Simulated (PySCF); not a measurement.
Compound: C2H5NSi.
SMILES with atom numbers: `[CH3:1][SiH2:2][C:3]#[N:4]` (hydrogens: H5, H6, H7 on C1; H8, H9 on Si2)

Level: PBE0/pcSseg-1 and wB97X-D/def2-SVPD in PySCF, non-relativistic, on one gas-phase PBE0-D3(BJ)/def2-SVP geometry that isn't relaxed in the solvent. The solvent is an IEF-PCM continuum (cavity from Bondi-type radii × 1.2). Specific hydrogen bonds and non-electrostatic terms are outside this model.

Gas phase at PBE0/pcSseg-1: HOMO -9.53 eV, LUMO -0.44 eV, dipole 3.97 D.

Q: What does the continuum do to the energy, the frontier levels and the dipole at PBE0/pcSseg-1 in cyclohexane and methanol?

A: 
| solvent | ε | E(solvent) − E(gas) (kcal/mol) | polarisation term (kcal/mol) | distortion of the solute (kcal/mol) | HOMO (eV) | LUMO (eV) | dipole (D) |
| --- | --- | --- | --- | --- | --- | --- | --- |
| cyclohexane | 2.017 | -2.09 | -2.28 | 0.19 | -9.49 | -0.41 | 4.40 |
| methanol | 32.61 | -5.00 | -6.07 | 1.07 | -9.40 | -0.42 | 5.00 |

Polarisation term: ½ Σ q·V over the induced surface charges. Distortion: the rise of the solute's own energy as its density leaves the gas-phase optimum. From cyclohexane to methanol the lowering changes by a factor 2.39, Onsager's factor (ε − 1)/(2ε + 1) by 2.36 and ε itself by 16.2.

Q: Which radius a makes the point-dipole formula ΔE = −[(ε − 1)/(2ε + 1)]·μ²/a³ give the value in methanol, with the gas-phase dipole?

A: μ = 1.563 au and |ΔE| = 0.00797 Eh give a = 2.79 Å; the farthest nucleus lies 2.97 Å from the centroid of the nuclei, so such a sphere wouldn't even hold the nuclei. The formula assumes a rigid point dipole at the centre of a sphere.

Q: Which Hirshfeld charges (PBE0/pcSseg-1) respond most in cyclohexane (means over atoms taken as equivalent)?

A: 
| atoms | environment | gas (e) | solvent (e) | change |
| --- | --- | --- | --- | --- |
| N4 | cyano nitrogen | -0.199 | -0.222 | -0.023 |
| C3 | cyano carbon | -0.035 | -0.028 | +0.007 |
| Si2 | SiH2 silicon | +0.395 | +0.399 | +0.004 |
| H8/H9 | Si–H hydrogen | -0.063 | -0.061 | +0.002 |
| H5/H6/H7 | methyl hydrogen | +0.054 | +0.057 | +0.003 |
| C1 | Si-methyl carbon | -0.199 | -0.197 | +0.002 |

Q: How do the nuclear quadrupole coupling constants eQVzz/h respond in cyclohexane?

A: 
```
  nucleus  Q (barn)  gas (MHz)  solvent (MHz)  η gas  η solvent
14N at N4   0.02044      -5.43          -5.27   0.01       0.01
```

Gas phase at wB97X-D/def2-SVPD: HOMO -11.44 eV, LUMO 1.17 eV, dipole 4.06 D.

Q: What does the continuum do to the energy, the frontier levels and the dipole at wB97X-D/def2-SVPD in cyclohexane and methanol?

A: 
```tsv
solvent	ε	E(solvent) − E(gas) (kcal/mol)	polarisation term (kcal/mol)	distortion of the solute (kcal/mol)	HOMO (eV)	LUMO (eV)	dipole (D)
cyclohexane	2.017	-2.12	-2.32	0.20	-11.39	1.23	4.51
methanol	32.61	-5.09	-6.23	1.14	-11.28	1.24	5.16
```

The atom shares or the degeneracy of the HOMO differ from the gas phase in methanol, so that column needn't follow one orbital.

Q: How does the static polarisability (wB97X-D/def2-SVPD, frozen core, with the continuum's full static response) change?

A: 
| medium | isotropic (au) | principal values (au) | ⟨r²⟩ of the electrons (bohr²) |
| --- | --- | --- | --- |
| gas | 54.4 | 46.1, 51.3, 65.9 | 451.4 |
| cyclohexane | 60.5 | 51.3, 56.9, 73.2 | 451.7 |
| methanol | 71.2 | 61.7, 67.1, 84.7 | 452.3 |

The isotropic value in methanol is 1.31 times the gas-phase one; no cavity-field correction is applied. ⟨r²⟩ is taken about the centre of nuclear charge.

wB97X-D is run here without its empirical dispersion term; that term would change no orbital, density or response property at a fixed geometry.
